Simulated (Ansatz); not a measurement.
Relaxation of C2H6BBrSi (11 atoms, charge 0, multiplicity 1), to a largest force component of 0.015 eV/Å in at most 40 steps.

Computed with RKS BLYP-D4/def2-SVP in Ansatz 0.2.0.

```xyz
11
Properties=species:S:1:pos:R:3:forces:R:3
C -1.288 -1.143 -0.027 -1.99 2.70 -0.74
Si 0.428 -0.548 0.193 0.40 -2.20 -0.46
Br 1.854 -0.985 -1.462 0.35 0.30 -0.61
B 1.265 -1.398 1.870 -0.84 -0.57 -0.92
C 0.991 0.134 1.747 1.90 -0.07 1.38
H -1.961 -0.683 0.786 0.67 -0.60 -0.71
H -1.353 -2.204 -0.028 -0.22 -1.43 -0.08
H -1.680 -0.702 -1.015 0.12 -0.69 0.89
H 1.570 -2.430 2.465 0.10 0.84 0.04
H 0.214 0.491 2.398 -0.49 0.97 0.80
H 1.955 0.659 1.683 0.01 0.75 0.41
```

Problem. Where does it end, and by what steps?

Solution. The forces met the threshold. After 19 steps the energy has fallen by 1.564 eV; H9 moved furthest, 1.24 Å. Parted: Si2–C5.

```
step  energy less start (eV)  largest force component (eV/Å)  accepted
   0                  0.0000                           2.700       yes
   1                 -0.7993                           1.651       yes
   2                 -1.0423                           0.749       yes
   3                 -1.1126                           0.424       yes
   4                 -1.1302                           0.748       yes
   5                 -1.1997                           0.457       yes
   6                 -1.2632                           0.874       yes
   7                 -1.3154                           0.750       yes
   8                 -1.3618                           1.358       yes
   9                 -1.4370                           0.812       yes
  10                 -1.4999                           0.228       yes
  11                 -1.5241                           0.202       yes
  12                 -1.5419                           0.246       yes
  13                 -1.5366                           0.647        no
  14                 -1.5594                           0.203       yes
  15                 -1.5609                           0.103       yes
  16                 -1.5629                           0.092       yes
  17                 -1.5636                           0.060       yes
  18                 -1.5641                           0.038       yes
  19                 -1.5641                           0.011       yes
```

```xyz
11
Properties=species:S:1:pos:R:3
C -1.288 -0.984 -0.129
Si 0.478 -1.513 0.302
Br 1.500 -1.932 -1.675
B 1.480 -1.276 1.922
C 0.882 0.052 2.152
H -1.881 -0.785 0.784
H -1.768 -1.809 -0.695
H -1.293 -0.087 -0.779
H 2.561 -1.723 2.211
H -0.144 0.374 1.908
H 1.468 0.874 2.608
```

Whether the end is a true minimum wasn't checked by a vibrational analysis.

The run took 54 s on 2 threads of Arm Neoverse V2, on a shared host, peak memory 0.17 GiB.
